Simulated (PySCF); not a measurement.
Electron correlation in Zn⁴⁺ (zinc, charge +4)

Starting occupation: [Ar] 3d8, 3d3/2 with m_j = -3/2, -1/2, +1/2, +3/2, 3d5/2 with m_j = -1/2, +1/2, +3/2, +5/2. All numbers are calculated (PySCF 2.14, X2C-1e with screened-nucleus spin-orbit coupling, Gaussian nucleus, in x2c-QZVPPall-2c (11s9p6d4f2g, 114 functions)). Frozen: [Ne]; 16 electrons correlated; the 8 highest virtual spinors left out.

MP2 pair energies summed by pair of shells (mhartree):

```
 pair   energy  share (%)
3d-3d  -253.09       42.0
3d-3p  -213.17       35.4
3p-3p   -51.75        8.6
3d-3s   -50.90        8.4
3p-3s   -28.91        4.8
3s-3s    -4.61        0.8
```

Total MP2 correlation energy: -602.43 mhartree.

The GHF reference relaxed away from the jj start to a determinant that is no pure jj level (⟨S²⟩ = 2.00, ⟨J²⟩ = 20.00); the energies belong to that determinant.

This basis was not built for core-valence correlation, so the inner-shell part is incomplete.
